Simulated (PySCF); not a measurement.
Species: C5H9F2O2 (doublet state).
Numbering: `[CH3:1][C@@H:2]([CH:3][CH2:4][OH:5])[O:6][CH:7]([F:8])[F:9]` (hydrogens: H10, H11, H12 on C1; H13 on C2; H14 on C3; H15, H16 on C4; H17 on O5; H18 on C7)

Cartesian coordinates in Å at the GFN2-xTB level; atoms count from 1:
```xyz
18
C5H9F2O2 angstrom
C      0.1309    1.8070   -1.0926
C      0.3387    0.8996    0.1204
C     -0.8978    0.2025    0.5421
C     -1.5987   -0.7430   -0.3552
O     -2.1576   -1.8396    0.3275
O      1.3676   -0.0534   -0.2911
C      1.8416   -0.8353    0.6819
F      1.0117   -1.8944    0.9509
F      2.9958   -1.3838    0.2793
H      1.0747    2.2669   -1.3693
H     -0.5919    2.5792   -0.8481
H     -0.2342    1.2226   -1.9305
H      0.7478    1.4834    0.9580
H     -1.2232    0.2579    1.5667
H     -0.9171   -1.0804   -1.1520
H     -2.4564   -0.2555   -0.8452
H     -1.4501   -2.3024    0.7931
H      2.0095   -0.3249    1.6525
```

The hyperfine couplings belong to this conformer and change with its torsions.

Method used: UKS B3LYP, pcH-1 on C F H O, non-relativistic, mean-field spin-orbit, GIAO in PySCF 2.14.0. Isolated species at its GFN2-xTB geometry (one conformer only). Couplings are sensitive to structure, and on GFN2-xTB geometries they can be far from those on DFT ones. No stability test was run, so a lower SCF solution isn't excluded.

Give the principal g shifts and their parts.

```
                    Δg (ppm)     1     2     3
relativistic mass correction  -162  -162  -162
            gauge correction    13    45    47
   orbital Zeeman/spin–orbit    41   370   694
                       total  -107   254   579
```

So g = 2.00221, 2.00257, 2.00290 and g_iso = 2.00256; the tensor is rhombic: the two nearest values differ by 47 % of g3 − g1. 

At 9.772 GHz, how far is the centre of the isotropic spectrum from where a free electron (g = 2.002319) resonates?

B = hν/(g μB) with μB/h = 13.99624 MHz/mT gives 348.69 mT for the free electron and 348.65 mT at g_iso, 0.04 mT lower.

How much does each term add to the isotropic shift?

The orbital-Zeeman/spin–orbit term 368, the mass correction -162 and the gauge correction 35 ppm, for a total of 242 ppm. The orbital-Zeeman/spin–orbit term is the largest in size. The mass correction is the same along every axis, so the anisotropy comes from the other two: their spans along these axes are 34 (gauge) and 652 ppm (orbital Zeeman/spin–orbit).

What effective moment and Curie constant follow for a powder?

With the mean of g² = 4.0103 and S(S+1) = 0.75: μ_eff = √(⟨g²⟩S(S+1)) = 1.734 μB and χT = 0.12505·⟨g²⟩·S(S+1) = 0.376 cm³ K/mol (cgs; spin-Hamiltonian part alone).

In a frozen sample, at which fields do the three g values resonate at 9.5, 34, 94 and 263 GHz (hyperfine left aside), and which band first spreads them over more than twice a line width of 1.0 mT?

```json
{"band": "X", "GHz": "9.5", "B(g3) mT": "338.89", "B(g2) mT": "338.94", "B(g1) mT": "339.00", "spread mT": "0.12"}
{"band": "Q", "GHz": "34.0", "B(g3) mT": "1212.85", "B(g2) mT": "1213.05", "B(g1) mT": "1213.27", "spread mT": "0.42"}
{"band": "W", "GHz": "94.0", "B(g3) mT": "3353.18", "B(g2) mT": "3353.73", "B(g1) mT": "3354.33", "spread mT": "1.15"}
{"band": "J", "GHz": "263.0", "B(g3) mT": "9381.78", "B(g2) mT": "9383.31", "B(g1) mT": "9385.00", "spread mT": "3.22"}
```

The spread grows in proportion to the frequency. J band is the first where it exceeds 2.0 mT.

Largest spin populations (Mulliken): C3 (+1.01) and C4 (-0.08). C3 is the only atom above +0.15. The positive populations add up to 1.17 and the negative ones to -0.17, together 2S = 1. The angles at C3 add up to 359.3°, so it is planar; its axial dipolar tensor and the negative coupling of its proton fit spin in a p orbital normal to that plane.

The HOMO–LUMO gaps are 6.89 eV among the α and 5.28 eV among the β orbitals.
